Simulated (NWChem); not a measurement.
System: C2H4ClF; SMILES C[C@@H](F)Cl

The following NWChem deck was run.

```
start job
memory heap 200 mb stack 900 mb global 1100 mb
geometry units angstroms noautosym nocenter noautoz
  C     -1.169159    -1.122788    -0.132993
  C      0.056118    -0.422179     0.381494
  F      1.170023    -0.980386    -0.149450
  Cl     0.022386     1.316947    -0.041965
  H     -1.212817    -1.038506    -1.227842
  H     -1.122265    -2.186911     0.142741
  H     -2.077448    -0.680292     0.296398
  H      0.141817    -0.459042     1.478293
end
basis spherical
  C library 6-31+g*
  F library 6-31+g*
  Cl library 6-31+g*
  H library 6-31+g*
end
dft
  xc pbe0
  iterations 150
end
property
  response 1 0.1139
end
task dft property
```

Geometry: optimised at PBE0/def2-SVP.

Field at 400 nm.

**Question.** Predict the main results of this run. (PBE0/6-31+G* (spherical d).) Quantities: isotropic polarisability (bohr³); anisotropy (bohr³).

**Answer.** The isotropic polarisability (bohr³) comes out as 38.7. The anisotropy (bohr³) comes out as 14.0.
